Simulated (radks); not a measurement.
The numbers below are computed, except where a source is named.
Initial-state core-level shifts of the platinum ion Pt+ when its valence configuration changes from [Xe] 4f14 5d9. Level of theory: Dirac Kohn-Sham, LDA (Slater exchange, Perdew-Wang correlation), spin-unpolarised, spherical densities, point nucleus; open shells are shared between the two j in proportion to 2j + 1 (a radial shooting solver on a logarithmic mesh with Libxc functionals). Shifts are changes of the shell-averaged eigenvalues in eV (positive: less bound).

| valence | 2p | 3s | 4p | 5s |
|---|---|---|---|---|
| 4f14 5d8 6s1 | -3.207 | -3.176 | -3.159 | -3.028 |
| 4f13 5d9 6p1 | -17.685 | -19.766 | -17.162 | -8.931 |
| 4f14 5d8 6p1 | -4.878 | -4.859 | -4.847 | -4.712 |
| 4f12 5d9 6p2 | -36.497 | -40.768 | -35.162 | -18.216 |
| 4f13 5d10 | -12.563 | -14.665 | -12.079 | -4.004 |
| 4f13.5 5d9 6s0.5 | -7.836 | -8.856 | -7.599 | -3.544 |
| 4f13.5 5d9.5 | -6.215 | -7.249 | -6.001 | -2.011 |
| 4f11.5 5d9 6s0.5 6p2 | -45.506 | -50.903 | -43.639 | -22.170 |
| 4f11.5 5d8 6s0.5 6p3 | -51.327 | -56.649 | -49.302 | -27.446 |
